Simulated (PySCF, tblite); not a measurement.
Isomers of C5H3ClOP2, one GFN2-xTB conformer each. Single-point energies are computed at PBE0/pcSseg-1 (PySCF, gas phase, no added dispersion term), electronic only.

```
         SMILES  GFN2-xTB relative energy (kJ/mol)
O=Cc1ccpc(Cl)p1                                2.7
O=Cc1cc(Cl)pcp1                                0.0
```

Conformers: `[O:1]=[CH:2][c:3]1[cH:4][cH:5][p:6][c:7]([Cl:8])[p:9]1` with O1–C2–C3–C4 180°; `[O:1]=[CH:2][c:3]1[cH:4][c:5]([Cl:6])[p:7][cH:8][p:9]1` with O1–C2–C3–C4 0°.

Problem. What does PBE0/pcSseg-1 give for the same structures?

Solution. 
```tsv
SMILES	PBE0/pcSseg-1 E (Eh)	PBE0/pcSseg-1 (kJ/mol)	GFN2-xTB (kJ/mol)	point group
O=Cc1cc(Cl)pcp1	-1409.63789	0.0	0.0	Cs
O=Cc1ccpc(Cl)p1	-1409.63135	17.2	2.7	Cs
```

Both levels put the same isomer lowest. 

Problem. Which frontier levels, dipoles and rotational constants go with these structures?

Solution. 
```csv
SMILES,"HOMO (eV, PBE0/pcSseg-1)",LUMO (eV),dipole (D),"A, B, C (MHz)"
O=Cc1cc(Cl)pcp1,-7.68,-3.33,2.66,"1366, 827.0, 515.1"
O=Cc1ccpc(Cl)p1,-7.73,-3.31,3.95,"1676, 791.5, 537.6"
```

Problem. What happens when harmonic zero-point energies from GFN2-xTB frequencies are added?

Solution. 
```csv
SMILES,ZPE (kJ/mol),electronic (kJ/mol),with ZPE (kJ/mol)
O=Cc1cc(Cl)pcp1,170.4,0.0,0.0
O=Cc1ccpc(Cl)p1,170.8,17.2,17.6
```

The zero-point energies span 0.4 kJ/mol. The order is unchanged.

Problem. As an exercise, what shares would exp(−E/RT) give at 2000 K from these electronic energies alone (no entropy, no degeneracies)?

Solution. RT = 16.629 kJ/mol: O=Cc1cc(Cl)pcp1 73.7 %, O=Cc1ccpc(Cl)p1 26.3 %.
